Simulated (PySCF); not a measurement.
## Ge2H4S2: core ionisation energies

Species: cyclo-(H2GeS)2.
Z-matrix (Å and degrees, PBE0-D3(BJ)/def2-SVP geometry), rows numbered from 1:
```
Ge
H   1  1.5382
H   1  1.5386  2  110.95
S   1  2.2433  2  112.21  3  -125.90
Ge  4  2.2431  1   82.79  2  -116.06
H   5  1.5385  4  112.22  1   116.18
H   5  1.5384  4  111.59  1  -118.26
S   1  2.2426  2  111.46  3   126.25
```

Theory: PySCF 2.14.0, delta-SCF UKS SCAN, pcX-2 on the ionised atom, pcseg-1 elsewhere, spin-free X2C. These are vertical core ionisation energies against the vacuum level, from separate self-consistent calculations with and without the core hole.

Task: List the computed XPS lines with their assignment.

Result: 
```tsv
atom(s)	bonded to	level	binding energy (eV)	count
S4/S8	2 Ge	S 1s	2476.44	2
```

Task: Give the binding energy of S 1s of S4/S8 in hartree and in kJ/mol.

Result: 2476.44 eV = 91.0075 Eh = 238940 kJ/mol.

The first atom of each set that the bonding makes equivalent was ionised and stands for the set. Not every level is listed. No level of germanium is listed. Geometry: PBE0-D3(BJ)/def2-SVP, one conformer, isolated molecule.
